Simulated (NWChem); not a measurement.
# AlSiH5O2; SMILES [OH][Al]([SiH3])[OH]

All runs: NWChem. Structure relaxed at the PBE0/def2-SVP level. One conformer.

Diagonal of the polarisability tensor at PBE/def2-SVPD, static: 66.48, 83.22, 59.08 bohr³.

Find the mean polarisability volume, the molar refraction, and the refractive index that an ideal gas of it would have at 273.15 K and 1 atm.


1. Mean: one third of the trace = 69.60 bohr³ × 0.14818 Å³/bohr³ = 10.31 Å³.
2. Molar refraction (Lorentz-Lorenz): (4π/3) N_A α = 26.0 cm³/mol.
3. Number density p/kT = 2.687 × 10⁻⁵ Å⁻³; n − 1 = 2π N α = 17.41 × 10⁻⁴.
4. These hold the electronic response alone: vibrational and orientational terms add to the static dielectric constant.
